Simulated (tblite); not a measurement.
A geometry optimisation, step by step.

Species: C4H5F3NO (doublet state).
Numbering: `[H]/[N:4]=[CH:3]\[C:2]([CH3:1])[O:5][C:6]([F:7])([F:8])[F:9]` (hydrogens: H10, H11, H12 on C1; H13 on C3; H14 on N4)
Bond orders are those of one Lewis drawing.

Computed with GFN2-xTB (tblite), gas phase: L-BFGS steps from a force-field or distance-geometry start until the largest atomic force falls under 0.01 eV/Å. 8 of its 97 geometries are shown.

Step 0: E = -876.0391 eV, largest atomic force 3.812 eV/Å
```
atom  x, y, z in Å  |  force x, y, z in eV/Å
C1      0.750    1.088    0.084   -1.193   1.289  -0.960
C2      0.111   -0.254    0.018    2.565  -1.288   2.509
C3      1.032   -1.394    0.295   -1.073   0.953  -0.839
N4      2.252   -1.415   -0.028    0.430  -0.743   0.542
O5     -1.092   -0.380    0.719   -2.387   0.768  -1.501
C6     -2.066    0.114   -0.169    2.042  -1.028   1.027
F7     -1.707    1.437   -0.427   -2.062  -1.740  -0.197
F8     -1.854   -0.644   -1.320   -1.347   1.514   0.843
F9     -3.325   -0.048    0.300    1.965   0.646  -1.040
H10     1.814    1.062    0.239    0.215  -0.114   0.127
H11     0.245    1.734    0.850    0.578  -0.610  -0.527
H12     0.557    1.594   -0.898    0.369  -0.056   0.599
H13     0.581   -2.263    0.807    0.360   0.461  -0.476
H14     2.701   -0.630   -0.493   -0.463  -0.050  -0.107
```

Step 14: E = -877.2325 eV, largest atomic force 0.116 eV/Å
```
atom  x, y, z in Å  |  force x, y, z in eV/Å
C1      0.771    1.142    0.098   -0.012   0.024  -0.037
C2      0.259   -0.228    0.329    0.011  -0.012   0.002
C3      1.040   -1.396    0.344    0.030   0.005  -0.009
N4      2.251   -1.520   -0.070    0.028  -0.038   0.011
O5     -1.101   -0.387    0.631   -0.056   0.057  -0.057
C6     -2.014    0.084   -0.204   -0.045  -0.001   0.018
F7     -1.917    1.397   -0.489    0.019  -0.080   0.062
F8     -2.010   -0.532   -1.402    0.068   0.039   0.085
F9     -3.215   -0.098    0.326   -0.033  -0.034  -0.003
H10     1.850    1.160    0.227    0.000  -0.004  -0.005
H11     0.313    1.828    0.813    0.008   0.008  -0.008
H12     0.534    1.519   -0.900    0.016  -0.011  -0.043
H13     0.574   -2.305    0.710   -0.082   0.031  -0.060
H14     2.664   -0.664   -0.434    0.048   0.016   0.044
```

Step 27: E = -877.2628 eV, largest atomic force 0.104 eV/Å
```
atom  x, y, z in Å  |  force x, y, z in eV/Å
C1      0.777    1.163    0.053    0.000  -0.019  -0.020
C2      0.264   -0.196    0.339    0.022  -0.023  -0.059
C3      1.008   -1.386    0.290    0.022  -0.032   0.039
N4      2.241   -1.554   -0.034    0.023   0.006  -0.025
O5     -1.087   -0.357    0.679    0.053  -0.027   0.072
C6     -2.016    0.074   -0.155    0.020   0.010   0.042
F7     -1.992    1.400   -0.369   -0.075   0.061  -0.037
F8     -1.931   -0.486   -1.374   -0.007   0.034  -0.023
F9     -3.212   -0.219    0.335   -0.017   0.013  -0.028
H10     1.858    1.175    0.179   -0.015   0.027   0.015
H11     0.319    1.895    0.720    0.016  -0.029   0.012
H12     0.555    1.482   -0.970   -0.017  -0.020  -0.026
H13     0.456   -2.290    0.528    0.019  -0.010  -0.001
H14     2.761   -0.703   -0.241   -0.042   0.010   0.040
```

Step 41: E = -877.2691 eV, largest atomic force 0.081 eV/Å
```
atom  x, y, z in Å  |  force x, y, z in eV/Å
C1      0.778    1.148    0.027   -0.030  -0.009  -0.029
C2      0.268   -0.208    0.331    0.011   0.003   0.014
C3      1.010   -1.399    0.290    0.004   0.000   0.004
N4      2.252   -1.551   -0.009   -0.007  -0.002  -0.005
O5     -1.082   -0.347    0.690    0.011  -0.019  -0.078
C6     -2.015    0.092   -0.139   -0.006   0.009  -0.020
F7     -2.034    1.427   -0.311   -0.003   0.003   0.061
F8     -1.906   -0.414   -1.380    0.032  -0.009   0.017
F9     -3.207   -0.253    0.325    0.002   0.020   0.002
H10     1.861    1.184    0.143   -0.064  -0.021   0.042
H11     0.308    1.876    0.690    0.054   0.021  -0.033
H12     0.548    1.442   -1.002   -0.028   0.025  -0.006
H13     0.457   -2.309    0.500    0.019  -0.008   0.023
H14     2.761   -0.685   -0.176    0.005  -0.012   0.007
```

Step 55: E = -877.3073 eV, largest atomic force 0.349 eV/Å
```
atom  x, y, z in Å  |  force x, y, z in eV/Å
C1      0.705    1.042   -0.148   -0.013   0.052  -0.023
C2      0.250   -0.301    0.279   -0.015   0.069  -0.057
C3      1.083   -1.426    0.390   -0.006  -0.046   0.015
N4      2.350   -1.505    0.188    0.066   0.006   0.098
O5     -1.111   -0.537    0.529    0.172  -0.121   0.112
C6     -2.026    0.178   -0.101    0.003  -0.031   0.015
F7     -2.084    1.460    0.278   -0.001   0.287   0.125
F8     -1.843    0.206   -1.424   -0.022   0.018  -0.348
F9     -3.231   -0.324    0.119   -0.014  -0.159   0.069
H10     1.790    1.098   -0.085   -0.036  -0.004   0.026
H11     0.270    1.826    0.472    0.011   0.001   0.073
H12     0.421    1.263   -1.180   -0.015  -0.039  -0.042
H13     0.600   -2.362    0.645   -0.088  -0.012  -0.002
H14     2.825   -0.620    0.016   -0.043  -0.022  -0.060
```

Step 69: E = -877.3306 eV, largest atomic force 0.050 eV/Å
```
atom  x, y, z in Å  |  force x, y, z in eV/Å
C1      0.695    1.032   -0.215    0.005   0.007  -0.007
C2      0.270   -0.323    0.198    0.025  -0.002  -0.012
C3      1.106   -1.426    0.446   -0.002   0.011  -0.003
N4      2.384   -1.515    0.330   -0.038   0.006  -0.013
O5     -1.090   -0.607    0.371    0.000  -0.004   0.003
C6     -2.026    0.193   -0.105   -0.005  -0.003   0.003
F7     -2.091    1.393    0.500   -0.011  -0.012   0.009
F8     -1.898    0.463   -1.416   -0.030  -0.010   0.007
F9     -3.208   -0.383    0.061   -0.006   0.009  -0.004
H10     1.777    1.115   -0.165    0.021  -0.036  -0.001
H11     0.259    1.797    0.430    0.007  -0.002   0.019
H12     0.379    1.253   -1.238    0.021   0.024  -0.039
H13     0.594   -2.329    0.762    0.015  -0.008   0.008
H14     2.849   -0.664    0.018   -0.005   0.022   0.031
```

Step 82: E = -877.3338 eV, largest atomic force 0.036 eV/Å
```
atom  x, y, z in Å  |  force x, y, z in eV/Å
C1      0.706    1.023   -0.242   -0.008   0.009  -0.002
C2      0.266   -0.327    0.171    0.000  -0.007   0.002
C3      1.105   -1.421    0.447   -0.006  -0.005   0.007
N4      2.386   -1.498    0.366    0.006   0.003  -0.003
O5     -1.093   -0.618    0.334   -0.002   0.019  -0.013
C6     -2.040    0.194   -0.099    0.015   0.003  -0.001
F7     -2.107    1.368    0.556    0.024  -0.026   0.007
F8     -1.934    0.518   -1.399   -0.004  -0.012   0.003
F9     -3.216   -0.399    0.060    0.004   0.015   0.000
H10     1.791    1.080   -0.188   -0.006   0.009  -0.009
H11     0.285    1.792    0.408   -0.007   0.005   0.005
H12     0.400    1.256   -1.265   -0.002  -0.005  -0.006
H13     0.597   -2.327    0.761   -0.004  -0.009  -0.004
H14     2.852   -0.642    0.068   -0.009   0.000   0.013
```

Step 96: E = -877.3368 eV, largest atomic force 0.010 eV/Å
```
atom  x, y, z in Å  |  force x, y, z in eV/Å
C1      0.701    0.997   -0.318   -0.002  -0.001   0.001
C2      0.267   -0.352    0.110   -0.001   0.002  -0.004
C3      1.108   -1.420    0.468    0.003  -0.002  -0.002
N4      2.393   -1.460    0.495    0.004  -0.004   0.001
O5     -1.092   -0.677    0.182    0.006  -0.005  -0.002
C6     -2.038    0.203   -0.086   -0.001   0.000  -0.001
F7     -2.039    1.273    0.729   -0.002   0.008   0.001
F8     -1.992    0.702   -1.333   -0.005   0.000  -0.007
F9     -3.219   -0.385    0.048   -0.007   0.003   0.006
H10     1.786    1.054   -0.287   -0.002  -0.001   0.001
H11     0.296    1.775    0.333   -0.005  -0.002   0.000
H12     0.372    1.217   -1.337    0.001   0.001   0.001
H13     0.600   -2.333    0.758    0.003   0.003  -0.001
H14     2.855   -0.595    0.217    0.006  -0.002   0.004
```

Q: Summarise the path.

A: The energy falls by 29.92 kcal/mol from step 0 to step 96; nine tenths of that is first reached at step 9. It rises by more than 0.2 meV at steps 55, 56 and 91. The largest force goes from 3.812 to 0.010 eV/Å. Among the bonds O5–C6 changes most, from 1.407 to 1.320 Å; the atoms move by 0.648 Å rms after alignment.

Q: Follow the three bonds and two angles with the largest change from start to end.

A: 
| step | E above end (kcal/mol) | largest force (eV/Å) | O5–C6 (Å) | C2–C3 (Å) | C6–F8 (Å) | C2–O5–C6 (°) | C1–C2–C3 (°) |
| --- | --- | --- | --- | --- | --- | --- | --- |
| 0 | 29.92 | 3.812 | 1.407 | 1.491 | 1.394 | 104.3 | 114.6 |
| 4 | 6.20 | 0.532 | 1.321 | 1.400 | 1.338 | 111.0 | 122.4 |
| 8 | 3.28 | 0.336 | 1.327 | 1.409 | 1.349 | 117.7 | 124.5 |
| 13 | 2.45 | 0.103 | 1.323 | 1.405 | 1.345 | 119.4 | 125.3 |
| 17 | 2.31 | 0.114 | 1.323 | 1.407 | 1.344 | 119.7 | 125.3 |
| 21 | 2.03 | 0.161 | 1.323 | 1.404 | 1.344 | 119.6 | 125.8 |
| 25 | 1.77 | 0.132 | 1.322 | 1.404 | 1.346 | 118.9 | 125.8 |
| 29 | 1.66 | 0.086 | 1.322 | 1.405 | 1.344 | 119.1 | 126.4 |
| 33 | 1.62 | 0.053 | 1.322 | 1.405 | 1.344 | 118.8 | 126.3 |
| 38 | 1.59 | 0.052 | 1.322 | 1.404 | 1.344 | 119.3 | 126.4 |
| 42 | 1.54 | 0.110 | 1.322 | 1.404 | 1.344 | 118.9 | 125.9 |
| 46 | 1.20 | 0.127 | 1.323 | 1.403 | 1.343 | 119.2 | 124.9 |
| 50 | 0.98 | 0.153 | 1.324 | 1.404 | 1.348 | 119.2 | 124.7 |
| 54 | 0.67 | 0.168 | 1.325 | 1.406 | 1.346 | 119.1 | 124.3 |
| 58 | 0.53 | 0.092 | 1.323 | 1.406 | 1.344 | 119.9 | 124.7 |
| 63 | 0.26 | 0.106 | 1.323 | 1.407 | 1.344 | 120.9 | 126.6 |
| 67 | 0.16 | 0.062 | 1.321 | 1.406 | 1.344 | 121.2 | 126.6 |
| 71 | 0.12 | 0.043 | 1.321 | 1.406 | 1.344 | 121.3 | 126.7 |
| 75 | 0.10 | 0.038 | 1.320 | 1.405 | 1.345 | 121.6 | 126.5 |
| 79 | 0.08 | 0.031 | 1.321 | 1.406 | 1.344 | 122.2 | 126.3 |
| 83 | 0.07 | 0.043 | 1.321 | 1.406 | 1.344 | 122.1 | 126.0 |
| 88 | 0.04 | 0.037 | 1.320 | 1.407 | 1.344 | 122.4 | 126.2 |
| 92 | 0.01 | 0.036 | 1.320 | 1.406 | 1.344 | 122.2 | 126.2 |
| 96 | 0.00 | 0.010 | 1.320 | 1.406 | 1.344 | 122.1 | 126.2 |

What follows is the cost of the whole relaxation. On an AMD EPYC 9B45 with one thread, on a shared host, this took 0.34 s.
